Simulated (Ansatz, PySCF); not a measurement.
Te(Et)(SiH3) (C2H8SiTe), SMILES CC[Te][SiH3]. Atoms are numbered in the order given.

```xyz
12

Te     0.1064     0.0004     0.7627
C      1.4738    -0.6794    -0.8311
C      1.6672     0.3193    -1.9600
H      1.0745    -1.6403    -1.1841
H      2.4122    -0.8813    -0.2945
H      2.0511     1.2813    -1.5881
H      0.7254     0.5215    -2.4936
H      2.3883    -0.0740    -2.6983
Si    -1.9148    -0.0443    -0.7318
H     -1.9894    -1.3547    -1.4426
H     -1.8974     1.0420    -1.7542
H     -3.1079     0.1301     0.1435
```

Geometry optimised at B3LYP-D3(BJ)/def2-SVP. This is a generated structure with no PubChem entry under its InChIKey; it may be hypothetical. The def2 effective core potentials stand for the cores of Te; spin–orbit coupling is left out. The values are those of a single conformer.

Two levels are set side by side: PBE-D3(BJ)/def2-SVP (Ansatz, a quantum-chemistry and plane-wave program) and B3LYP-D3(BJ)/def2-SVP (Ansatz). Each level has its own optimised geometry; the coordinates shown are those of the second. Frequencies come from the Hessian of PySCF at each geometry. Differences are taken from unrounded values.

```json
[
 {"quantity": "mean bond length (Å)", "B3LYP-D3(BJ)": "1.475"},
 {"quantity": "bond Te1–C2 (Å)", "B3LYP-D3(BJ)": "2.207"},
 {"quantity": "bond Te1–Si9 (Å)", "B3LYP-D3(BJ)": "2.514"},
 {"quantity": "bond C2–C3 (Å)", "B3LYP-D3(BJ)": "1.520"},
 {"quantity": "bond C2–H4 (Å)", "B3LYP-D3(BJ)": "1.099"},
 {"quantity": "bond C2–H5 (Å)", "B3LYP-D3(BJ)": "1.100"},
 {"quantity": "bond C3–H6 (Å)", "B3LYP-D3(BJ)": "1.100"},
 {"quantity": "bond C3–H7 (Å)", "B3LYP-D3(BJ)": "1.101"},
 {"quantity": "bond C3–H8 (Å)", "B3LYP-D3(BJ)": "1.104"},
 {"quantity": "bond Si9–H10 (Å)", "B3LYP-D3(BJ)": "1.493"},
 {"quantity": "bond Si9–H11 (Å)", "B3LYP-D3(BJ)": "1.492"},
 {"quantity": "bond Si9–H12 (Å)", "B3LYP-D3(BJ)": "1.490"},
 {"quantity": "highest harmonic wavenumber (cm⁻¹)", "B3LYP-D3(BJ)": "3144"},
 {"quantity": "mean harmonic wavenumber (cm⁻¹)", "B3LYP-D3(BJ)": "1318"},
 {"quantity": "zero-point energy (kcal/mol)", "B3LYP-D3(BJ)": "56.53"}
]
```

Problem. What does PBE-D3(BJ) give, and how far is it from B3LYP-D3(BJ)? (Estimate from the structure and the level; the computed values follow.)

Solution. 
```
quantity                            PBE-D3(BJ)  PBE-D3(BJ) minus B3LYP-D3(BJ)
----------------------------------  ----------  -----------------------------
mean bond length (Å)                     1.482                          0.008
bond Te1–C2 (Å)                          2.210                          0.003
bond Te1–Si9 (Å)                         2.512                         -0.002
bond C2–C3 (Å)                           1.520                          0.000
bond C2–H4 (Å)                           1.107                          0.008
bond C2–H5 (Å)                           1.108                          0.009
bond C3–H6 (Å)                           1.108                          0.008
bond C3–H7 (Å)                           1.109                          0.008
bond C3–H8 (Å)                           1.112                          0.008
bond Si9–H10 (Å)                         1.507                          0.014
bond Si9–H11 (Å)                         1.506                          0.014
bond Si9–H12 (Å)                         1.503                          0.013
highest harmonic wavenumber (cm⁻¹)        3083                            -61
mean harmonic wavenumber (cm⁻¹)           1281                            -37
zero-point energy (kcal/mol)             54.94                          -1.59
```

Exact exchange shortens and stiffens bonds; PBE has none. Differences between two approximate levels are no errors against the true value.
